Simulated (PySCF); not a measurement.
**Telling isomers of C7H9N apart by NMR**

All values are calculated (PySCF): NMR shieldings at PBE0/pcSseg-1/GIAO, PBE0-D3(BJ)/def2-SVP structure, J couplings at B3LYP/pcJ-1 (spin–dipole term left out of most H,H and C,H couplings). A single conformation, fast rotation and ring inversion assumed for equivalent nuclei, relativity neglected, no solvent.

Shifts are taken against calculated references (same method and geometry level): ¹H, ¹³C against TMS. Multiplet labels drop J under 1 Hz and among equivalent protons, and merge close values. Unscaled 3J(H,H) run several per cent high. Shifts are as computed. Against solution values, carbons near 30 ppm lie about +2 ppm off and those near 130 ppm about +5 ppm. Of 1211 compounds with measured shifts, 218 miss one by over three times the rms of a fit or turn the order of signals round; such compounds aren't used in these exercises. OH and NH positions are gas-phase values without hydrogen bonding to other molecules.

(1) Tabulate the signals of `CCc1cccnc1`, `C=C(C)n1cccc1`, `Cc1ccccc1N` and their relative energies.

(2) What is the quickest way to tell CCc1cccnc1 from C=C(C)n1cccc1?

(3) What is the quickest way to tell CCc1cccnc1 from Cc1ccccc1N?

(4) What is the quickest way to tell C=C(C)n1cccc1 from Cc1ccccc1N?

Results:

(1) 
```json
{"SMILES": "CCc1cccnc1", "carbon types": "1×C 4×CH 1×CH2 1×CH3", "δC": "156.0, 153.3, 144.4, 140.6, 128.1, 30.4, 21.1", "δH": "8.64 (dd, 1H), 8.64 (d, 1H), 7.50 (ddd, 1H), 7.18 (dd, 1H), 2.45 (q, 2H), 1.15 (t, 3H)", "E rel. (kcal/mol)": "6.9"}
{"SMILES": "C=C(C)n1cccc1", "carbon types": "1×C 4×CH 1×CH2 1×CH3", "δC": "145.9, 120.2, 116.1, 98.4, 22.2", "δH": "6.96 (m, 2H), 6.32 (m, 2H), 5.16 (s, 1H), 4.61 (q, 1H), 2.13 (d, 3H)", "E rel. (kcal/mol)": "26.1"}
{"SMILES": "Cc1ccccc1N", "carbon types": "2×C 4×CH 1×CH3", "δC": "149.6, 135.7, 133.1, 123.1, 122.0, 116.5, 19.2", "δH": "7.13 (m, 1H), 7.13 (m, 1H), 6.72 (m, 1H), 6.54 (m, 1H), 3.00 (br s, 2H), 2.08 (d, 3H)", "E rel. (kcal/mol)": "0.0"}
```

Energies are electronic energies at PBE0/pcSseg-1 on these geometries, without zero-point or thermal terms, each for the one conformer computed, which needn't be the lowest.

(2) Count the carbon signals: 7 against 5. The first has an sp3 CH2 on an aromatic ring at 30.4 ppm, the second a terminal =CH2 carbon at 98.4 ppm. Their most deshielded carbons lie at 156.0 and 145.9 ppm. In the proton spectra the most deshielded non-exchanging signals are 8.64 (dd, J = 5.3, 1.5 Hz, 1H) and 6.96 (m, 2H).

(3) Both give the same number of carbon signals, but DEPT or the intensities differ. The first has an sp3 CH2 on an aromatic ring at 30.4 ppm, the second a substituted aromatic carbon (C) at 123.1 ppm. Their most deshielded carbons lie at 156.0 and 149.6 ppm. In the proton spectra the most deshielded non-exchanging signals are 8.64 (dd, J = 5.3, 1.5 Hz, 1H) and 7.13 (m, 1H).

(4) Count the carbon signals: 5 against 7. The first has a terminal =CH2 carbon at 98.4 ppm, the second a substituted aromatic carbon (C) at 123.1 ppm. Their most deshielded carbons lie at 145.9 and 149.6 ppm.
